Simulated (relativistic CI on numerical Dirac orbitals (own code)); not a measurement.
# Crystal-field levels of Gd³⁺, 4f7

Calculated by Dirac-Coulomb-Breit CI, separate exchange-only KLI orbitals for each configuration, a model potential for QED, valence Slater integrals scaled by 0.85, one configuration in a parametric crystal field (own radial code).

Field parameters in Wybourne normalisation. The field is a parameter set, without covalency.

S and J are read from ⟨S²⟩ = S(S + 1) and ⟨J²⟩ = J(J + 1) of each level; they are not fictitious spins.

D3d, B20 = 2410, B40 = -380, B43 = -550, B60 = 370, B63 = -10, B66 = -100 cm⁻¹, the lowest 10 levels:

```tsv
E (cm⁻¹)	Degeneracy	Irrep	S	J
0.0	2	Γ4	3.47	3.50
1.4	2	Γ4	3.47	3.50
2.4	2	Γ5+Γ6	3.47	3.50
2.8	2	Γ4	3.47	3.50
31416	2	Γ4	2.45	3.51
31631	2	Γ4	2.45	3.47
31792	2	Γ5+Γ6	2.45	3.48
31880	2	Γ4	2.45	3.49
32186	2	Γ4	2.47	2.56
32269	2	Γ5+Γ6	2.48	2.47
```

Principal g values of the ground doublet: 0.00, 0.00, 13.96.

D3d, B20 = -460, B40 = -890, B43 = 1220, B60 = 400, B63 = 690, B66 = -620 cm⁻¹, the lowest 16 levels:

| E (cm⁻¹) | Degeneracy | Irrep | S | J |
| --- | --- | --- | --- | --- |
| 0.0 | 2 | Γ4 | 3.47 | 3.50 |
| 0.1 | 2 | Γ5+Γ6 | 3.47 | 3.50 |
| 0.3 | 2 | Γ4 | 3.47 | 3.50 |
| 0.6 | 2 | Γ4 | 3.47 | 3.50 |
| 31627 | 2 | Γ4 | 2.45 | 3.54 |
| 31650 | 2 | Γ5+Γ6 | 2.45 | 3.54 |
| 31688 | 2 | Γ4 | 2.45 | 3.54 |
| 31726 | 2 | Γ4 | 2.45 | 3.53 |
| 32239 | 2 | Γ4 | 2.47 | 2.57 |
| 32261 | 2 | Γ5+Γ6 | 2.48 | 2.58 |
| 32279 | 2 | Γ4 | 2.48 | 2.61 |
| 32808 | 2 | Γ5+Γ6 | 2.48 | 1.68 |
| 32831 | 2 | Γ4 | 2.48 | 1.68 |
| 34598 | 2 | Γ4 | 2.43 | 3.51 |
| 34635 | 2 | Γ5+Γ6 | 2.43 | 3.51 |
| 34652 | 2 | Γ4 | 2.43 | 3.51 |

Principal g values of the ground doublet: 1.98, 7.97, 7.97.

The next free-ion level lies 31710 cm⁻¹ above the lowest; the field splits the ground level into components whose J stays near 7/2 as long as their spread is small against that gap.

Levels of this model without a field, named by their leading LS term: ⁸S°7/2 0, ⁶P°7/2 31710, ⁶P°5/2 32305, ⁶P°3/2 32869, ⁶I°7/2 34638, ⁶I°9/2 34990, ⁶I°17/2 35009, ⁶I°11/2 35269 cm⁻¹.
